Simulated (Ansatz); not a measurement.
Cost and result up the ladder for AlCl₂F (4 atoms). The state is a singlet with charge 0. Geometry: r2SCAN-D4/def2-TZVP.

```xyz
4

Al   -0.056    0.013   -0.074
Cl   -0.412   -1.589    1.182
Cl    1.496    1.336    0.261
F    -1.028    0.239   -1.369
```

Ansatz on 4 threads of Arm Neoverse V1 on a shared host. Times are rough, and most runs start from the orbitals of an earlier one. PBE0-D4/def2-TZVP serves as the yardstick here, not as an exact answer. Differences are given only for rows in sets of like size (and for xTB, whose basis is part of the method), since another set adds its own error. Binding counts from free atoms at the same level (Al doublet, Cl doublet, F doublet; other spins of the atoms weren't run), without zero-point energy or a counterpoise term.

LC-ωPBE has ω = 0.4 bohr⁻¹. Correlated methods freeze 16 core orbitals.

Correlated methods converge slowly with the basis.

| level | functions | wall time | binding energy per atom (eV) | difference from PBE0-D4/def2-TZVP (eV) |
| --- | --- | --- | --- | --- |
| HF/STO-3G | 32 | 0.1 s | 3.48 | – |
| PBE-D4/def2-SVP | 68 | 0.45 s | 3.79 | – |
| PBE0-D4/def2-SVP | 68 | 0.55 s | 3.70 | – |
| MP2/def2-TZVP | 142 | 0.75 s | 3.88 | 0.16 |
| PBE-D4/def2-TZVP | 142 | 0.8 s | 3.78 | 0.07 |
| revPBE-D4/def2-TZVP | 142 | 0.85 s | 3.67 | -0.05 |
| BLYP-D4/def2-TZVP | 142 | 0.85 s | 3.67 | -0.04 |
| PBE0-D4/def2-TZVP | 142 | 1.1 s | 3.72 | 0.00 |
| LC-ωPBE/def2-TZVP | 142 | 1.1 s | 3.74 | 0.02 |
| RPA@PBE/def2-TZVP | 142 | 1.4 s | 3.33 | -0.39 |
| PBE-QIDH/def2-TZVP | 142 | 1.6 s | 3.75 | 0.04 |
| r2SCAN-D4/def2-TZVP | 142 | 1.9 s | 3.81 | 0.10 |
| B97M-V/def2-TZVP (with forces) | 142 | 3.4 s | 3.83 | 0.11 |
| CCSD(T)/def2-TZVPP | 157 | 4.5 s | 3.66 | -0.05 |
